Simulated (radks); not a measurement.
Values are calculated unless marked as measured or tabulated.
Neutral tantalum inside a hard spherical wall (all orbitals vanish at R), configuration held at [Xe] 4f14 5d3 6s2 and not refilled when levels cross. Code: a radial shooting solver on a logarithmic mesh with Libxc functionals. Model: scalar-relativistic Kohn-Sham, LDA (Slater exchange, Perdew-Wang correlation), spin-polarised, spherical densities, finite nucleus; open shells are filled with parallel spins first (spin-orbit coupling, left out, can overturn this in heavy ions); Fermi nuclear charge, rms radius 5.3507 fm. Eigenvalues in eV for spin up, with the zero of energy where the potential of the charges vanishes at infinity; a dash marks a level that is unbound or too diffuse for the functional's potential to be trusted. A positive occupied level is held by the wall or, in an anion where self-interaction has pushed it up, behind a barrier. The pressure on the wall is -dE/dV.

| R (bohr) | E (hartree) | kinetic (hartree) | e(5p) | e(4f) | e(6s) | e(5d) | e(6p, empty) | e(7s, empty) | pressure (GPa) |
|---|---|---|---|---|---|---|---|---|---|
| free | -15593.1192 | 17122.287 | -39.965 | -24.831 | -6.011 | -4.334 | -1.659 | -0.076 | 0 |
| 20 | -15593.1192 | 17122.287 | -39.965 | -24.831 | -6.011 | -4.334 | -1.659 | 0.013 | < 0.0001 |
| 10 | -15593.1186 | 17122.293 | -39.923 | -24.788 | -5.979 | -4.296 | -1.535 | 1.648 | 0.0147 |
| 8 | -15593.1135 | 17122.335 | -39.680 | -24.539 | -5.783 | -4.081 | -1.086 | 4.169 | 0.241 |
| 5 | -15592.9280 | 17123.282 | -36.373 | -21.016 | -2.273 | -1.041 | 4.708 | 23.872 | 21.6 |
| 3.5 | -15591.8086 | 17127.629 | -28.561 | -12.086 | 11.907 | 7.730 | 24.945 | 76.534 | 353 |
| 1.5 | -15530.5311 | 17327.970 | 111.87 | 110.39 | 404.22 | 187.64 | 465.20 | 921.43 | 182000 |
